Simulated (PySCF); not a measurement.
Species: CH₈BClN₂.
Numbering: `[CH3:1][NH2+:2][B@H-:3]([NH2:4])[Cl:5]` (hydrogens: H6, H7, H8 on C1; H9, H10 on N2; H11 on B3; H12, H13 on N4)

Computed, not measured: PySCF 2.14.0, PBE0-D3(BJ)/def2-SVP geometry optimisation, gas phase.

Task: What internal coordinates does the optimisation give?

Result: 
| bond | length (pm) |
| --- | --- |
| C1–N2 | 146.4 |
| N2–B3 | 164.8 |
| B3–N4 | 147.4 |
| B3–Cl5 | 189.3 |
| C1–H6, C1–H7, C1–H8 | 109.8 |
| N2–H9 | 102.2 |
| N2–H10 | 102.3 |
| B3–H11 | 122.2 |
| N4–H12, N4–H13 | 101.5 |

Bonds in one row agree within 1 pm and their mean is given. A selection of angles:
| angle | degrees |
| --- | --- |
| N2–C1–H6 | 111.9 |
| N2–C1–H7 | 108.8 |
| N2–C1–H8 | 107.1 |
| H6–C1–H7 | 109.8 |
| H6–C1–H8 | 110.8 |
| H7–C1–H8 | 108.4 |
| C1–N2–B3 | 113.6 |
| C1–N2–H9 | 112.5 |
| C1–N2–H10 | 110.9 |
| B3–N2–H9 | 107.4 |
| B3–N2–H10 | 106.2 |
| H9–N2–H10 | 105.8 |
| N2–B3–N4 | 107.5 |
| N2–B3–Cl5 | 100.2 |
| N2–B3–H11 | 105.1 |
| N4–B3–Cl5 | 115.8 |
| N4–B3–H11 | 115.0 |
| Cl5–B3–H11 | 111.4 |
| B3–N4–H12 | 113.8 |
| B3–N4–H13 | 114.9 |
| H12–N4–H13 | 107.9 |

Dihedral angles: C1–N2–B3–N4 -62° (synclinal).

N4 (boron-bound nitrogen) is pyramidal (angles 114.9°, 113.8° and 107.9°, sum 336.7°, 0.32 Å off the plane of its three neighbours). The 2 B–N bonds span 1.474 Å (B3–N4, drawn single) to 1.648 Å (N2–B3, drawn single), a spread of 0.174 Å. Of the pairs four or more bonds apart, N4···H8 is among the closest relative to their van der Waals radii: 2.57 Å, 94 % of the sum of Bondi's values. N2 (nitrogen bonded to B, C and 2 H) is distorted tetrahedral (angles from 105.8° to 113.6°). B3 (four-coordinate boron) is distorted tetrahedral (angles from 100.2° to 115.8°).

Point group: C1 (no symmetry element, even within 0.4 Å). PBE0-D3(BJ)/def2-SVP frequencies: not computed here. One conformer, not necessarily the lowest (C1–N2–B3–N4 -62°, N2–B3–N4–H 142° and -93°).
